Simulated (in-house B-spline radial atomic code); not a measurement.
**RPA and G0W0 on Hartree-Fock: As³⁺**

Configuration [Ar] 3d10 4s2, mean-field start Hartree-Fock. Computed with an all-electron radial atomic-structure program (B-spline basis): all electrons, scalar-relativistic (spin-free one-electron X2C), finite nucleus, each spin shell either full or empty, empty states to l = 9 with an (l + 1/2)⁻⁴ tail; G0W0 by contour deformation at full frequency.

Command:
```bash
python run_gw.py task.json out
```
Settings (radii: box in bohr, nucleus in fm):
```
Z                        33
electrons                30
configuration            [Ar] 3d10 4s2
hamiltonian              x2c
method                   hf
lmax                     9
rms_radius               4.0968
spin_polarised           False
box_radius               14.14
intervals                69
ion_configuration        [Ar] 3d10 4s1
```

Time taken, with all properties: 8.7 s on 1 thread of Arm Neoverse N1, with other jobs on the host.

Energies (hartree):

```csv
term,value
mean-field total,-2257.07154
Hartree-Fock functional on these orbitals,-2257.07154
direct second order,-2.3779
second-order exchange,0.69523
SOSEX correction,0.64541
```

Task: What is the RPA correlation energy, and what remains with SOSEX?

Result: RPA gives -2.0971 hartree (-1.9 eV per electron); RPA + SOSEX gives -1.4517, and the second-order doubles (MP2) -1.6827 hartree. SOSEX takes back 31 % of the RPA value.

Quasi-particle levels (eV):

```tsv
level	occupied	mean field	Σx - vxc	Σc	QP weight	G0W0
4s	yes	-48.09	0.00	?	?	?
4p	no	-27.167	0.00	-1.11	0.975	-28.278
```

G0W0 = mean field + (Σx - vxc) + Σc, with Σc (partial-wave tail included) taken at the quasi-particle energy. Only the outer levels were computed. Levels of low weight are left out.

Task: Where does G0W0 put 4s?

Result: At -49.87 eV, with Σc = -1.78 eV and a quasi-particle weight of 0.973. The tabulated removal energy is 50.15 ± 0.06 eV (NIST, measured); the calculation leaves out spin-orbit coupling, Breit and QED terms, and what these don't explain is the method's own error.

Task: What does it cost to remove one electron (to [Ar] 3d10 4s1) by differences of total energies, each species on its own start (correlation terms add to the Hartree-Fock functional)?

Result: Hartree-Fock functional 47.85 eV, + RPA 49.71 eV, + RPA + SOSEX 49.29 eV, + second order 49.83 eV. Tabulated: 50.15 ± 0.06 eV (NIST, measured); the calculation leaves out spin-orbit coupling, Breit and QED terms, and what these don't explain is the method's own error.
